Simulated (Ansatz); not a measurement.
CH₇BFGaSi, SMILES `B[CH]([GaH2])[SiH2]F` at its PBE0-D4/def2-TZVP geometry, where that method's forces vanish. Charge 0, multiplicity 1.

```xyz
12

B    -0.4014    0.2277   -1.5330
C     0.4071    0.4330   -0.2560
Ga   -0.8912    1.2467    1.0225
Si    0.8312   -1.2325    0.4373
F     1.6388   -2.0904   -0.6503
H    -1.3170   -0.5504   -1.5453
H    -0.1642    0.8446   -2.5314
H     1.2709    1.0965   -0.3320
H    -0.4794    2.6347    1.6147
H    -2.2179    0.5022    1.3772
H     1.7240   -1.1287    1.6199
H    -0.4009   -1.9835    0.7764
```

Question: What forces (eV/Å) does ωB97M-V/def2-TZVPP give on these atoms in the Gaussian-basis code of Ansatz? (Best estimate.)

Answer: The calculation gave: 
```
B1  -0.050  0.020 -0.154
C2   0.044 -0.010  0.057
Ga3 -0.062  0.074  0.069
Si4 -0.087  0.030  0.237
F5   0.059 -0.066 -0.093
H6   0.108  0.081  0.016
H7  -0.039 -0.081  0.122
H8  -0.070 -0.061 -0.013
H9  -0.046 -0.128 -0.048
H10  0.118  0.060 -0.030
H11 -0.108 -0.010 -0.127
H12  0.132  0.091 -0.038
```
